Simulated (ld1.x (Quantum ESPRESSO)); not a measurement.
Pseudopotential generation for Sn (Z = 50): TM, PBE, scalar-relativistic.

| Property | Result |
| --- | --- |
| Element | Sn (Z = 50) |
| Generator | ld1.x (Quantum ESPRESSO) 7.5 |
| Type | norm-conserving Troullier–Martins (Kleinman–Bylander form) |
| Functional | PBE |
| Relativity | scalar-relativistic |
| Frozen core | [Kr] 4d10 |
| Valence charge | 4 |
| Reference configuration | 5s2 5p2 |
| Partial waves | 5s (bound): rc 1.55 bohr; 5p (bound): rc 2.65 bohr; 5d channel at -0.05 Ry: rc 2.50 bohr |
| Local potential | the d channel |
| Core correction | a·sin(br)/r model core inside 0.95 bohr |

All-electron outer shells of the reference configuration (PBE, scalar-relativistic, ld1.x):

```tsv
shell	level (eV)	outermost node (bohr)	outermost maximum (bohr)
4p	-89.70	0.41	0.79
4d	-25.84	0.39	0.88
5s	-10.55	0.98	2.01
5p	-3.69	1.09	2.55
```

What the tests gave:

* Cutoffs needed: 35 Ry and 100 Ry (the cutoffs (Ry, on a coarse ladder) from which the occupation-weighted sum of valence levels, in a spherical-Bessel basis at the reference potential, stays within 10 and 1 mRy of its value at 400 Ry)
* Ghost test: ghost states, extra bound levels that the all-electron valence spectrum of the same l lacks: s at -606.3 eV, p at -134.9 eV; a true bound ghost makes a file unfit for plane-wave use (spherical-Bessel basis up to 400 Ry, 20 bohr box)
* Largest excitation error: -395 meV (all-electron minus pseudo) for 5s1 5p0, out of 7 test configurations

Generation and tests took about 2.1 s on one core of a shared server CPU.
